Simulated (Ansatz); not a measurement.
Several settings on one geometry of the cluster Ag2Te (that of the charge 0 singlet, r2SCAN-D4/def2-TZVP). Ansatz on 4 threads of Arm Neoverse V2 on a shared host; times are rough.

Cartesian coordinates in Å:
```
Ag 0.259 -1.023 -1.208
Ag -1.032 -0.165 1.217
Te 0.773 1.189 -0.009
```

Totals from different functionals, basis sets or treatments of relativity can't be compared as stabilities.

In the def2 sets Ag, Te take a core potential; there is no spin–orbit coupling. Correlated methods freeze 4 core orbitals; core or outer-core shells of Ag, Te are correlated, in sets that lack core-valence functions.

The spins typed aren't always the lowest for that charge.

Give the basis size and estimate the energy, ⟨S²⟩ and time of these runs.

```csv
run,method,charge,state,further keys
1,"RHF, ccsd/def2-SVPD",0,singlet,scf: {lower_state_search: off}
2,RKS revPBE-D3(BJ)/def2-TZVP,0,singlet,scf: {lower_state_search: off}
3,UKS BHLYP/def2-TZVP,0,triplet,"point_charges: [{charge: 0.50, position_ang: [4.419, 0.037, 0.309]}]; forces asked"
```


| run | functions | energy (Eh) | ⟨S²⟩ | wall time |
| --- | --- | --- | --- | --- |
| 1 | 103 | -560.0254 | – | 3.3 s |
| 2 | 130 | -562.2517 | – | 0.65 s |
| 3 | 130 | -561.7738 | 2.01 | 7 s |
